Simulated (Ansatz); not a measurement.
System: C4H3N2, charge -1, multiplicity 1. It need not be the lowest isomer of its formula. Whether it binds its extra electron was not tested at this geometry. 
Coordinates optimised at B3LYP-D3(BJ)/def2-TZVP (Ansatz, an electronic-structure program):
```xyz
9

C     -0.0053    -1.4842    -0.0286
N      1.1839    -0.7547    -0.0594
C      1.1703     0.5714    -0.0332
C      0.0047     1.3249     0.0255
C     -1.1662     0.5781     0.0553
N     -1.1893    -0.7480     0.0305
H      2.1414     1.0775    -0.0601
H      0.0086     2.4104     0.0464
H     -2.1337     1.0897     0.1018
```
Charge -1, spin multiplicity 1.

Basis-set convergence of Hartree-Fock and CCSD correlation energies (hartree) with Ansatz. Correlated levels leave the core frozen unless marked. No spin-orbit coupling. No relativistic terms. This anion needs diffuse functions, which these sets lack.

```tsv
basis	functions	E(HF)	E(corr, CCSD)
cc-pVDZ	99	-262.04293	-0.86020
cc-pVTZ	222	-262.11351	-1.03228
cc-pVQZ	420	(withheld)	(withheld)
```

Task: Some entries are withheld; supply them.

Result: 
- cc-pVQZ, E(HF): -262.13399
- cc-pVQZ, E(corr, CCSD): -1.08818
